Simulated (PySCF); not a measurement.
C3H5FN2Si: full NMR table

```yaml
Formula: C3H5FN2Si
SMILES: N#C/C=C(\F)[SiH2]N
InChI: InChI=1S/C3H5FN2Si/c4-3(7-6)1-2-5/h1H,6-7H2/b3-1+
Point_group_of_the_computed_structure: C1
Degrees_of_unsaturation: 3
Carbon_signals: 3
Proton_signals: 3
```

Structure with atom numbers: `[N:1]#[C:2]/[CH:3]=[C:4](\[F:5])[SiH2:6][NH2:7]`; H(Xn) means a hydrogen on atom n.

- σ from GIAO-PBE0/pcSseg-1
- coordinates at the GFN2-xTB level
- code: PySCF 2.14.0 with density-fitted response routines
- isolated molecule, non-relativistic Hamiltonian, fast rotation and ring inversion assumed for equivalent nuclei, single conformer

Referencing at the same level of theory: $^{1}$H, $^{13}$C, $^{29}$Si against TMS; CFCl3 for $^{19}$F; NH3 for $^{15}$N.

| carbon | δC, type | δH (multiplicity) | HMBC from (2–3 bonds) | span of the C tensor (ppm) |
| --- | --- | --- | --- | --- |
| C2 | 116.9, C | – | H(C3) | 339 |
| C3 | 99.2, CH | 5.46 (m) | H(Si6) | 180 |
| C4 | 195.6, C | – | H(C3), H(Si6) | 197 |

Other nuclei:
```
 atoms    nucleus                           environment  δ (ppm)  σ (ppm)
H(Si6)    $^{1}$H  hydrogen on a silicon bonded to C, N     5.06    26.66
 H(N7)    $^{1}$H   hydrogen on a nitrogen bonded to Si     0.24    31.47
    F5   $^{19}$F                      vinylic fluorine    -68.6    239.5
   Si6  $^{29}$Si           silicon bonded to C, N, 2 H    -46.3    395.4
    N1   $^{15}$N                      nitrile nitrogen    334.5    -66.8
    N7   $^{15}$N            nitrogen bonded to Si, 2 H      5.7    262.0
```

- Carbon types of the structure: 2 × C, 1 × CH, leaving 4 H on heteroatoms.
- δC 195.6: fully substituted alkene carbon.
- δC 116.9: nitrile carbon; C≡N carbons fall here, among the sp2 signals but without a proton.
- δC 99.2: alkene CH.
- δH 5.46: hydrogen on an alkene CH; attached to an sp2 carbon and in the plane of the double bond.
- δH 0.24: hydrogen on a nitrogen bonded to Si; exchangeable, gas-phase position.

OH/NH shifts are gas-phase values; hydrogen bonding in solution moves them, usually downfield. Splittings by $^{19}$F in the carbon and heteronuclear signals aren't shown, as no couplings were computed. Shifts are as computed. Against solution values, carbons near 30 ppm lie about +3 ppm off and those near 130 ppm about +5 ppm. Of 1211 compounds with measured shifts, 218 miss one by over three times the rms of a fit or turn the order of signals round; such compounds aren't used in these exercises. Unscaled 19F shifts against computed CFCl3 carry errors that often reach 10 to 50 ppm. Experimental scales use liquid or dissolved standards, which lie at an offset from isolated NH3 (liquid NH3: subtract about 20 ppm). Unscaled 15N shifts of sp2 nitrogen come out 20 to 40 ppm too high even then. Multiplicities follow the n + 1 count of equivalent neighbours, as no J values were calculated; m marks all less simple cases, F and P coupling included.
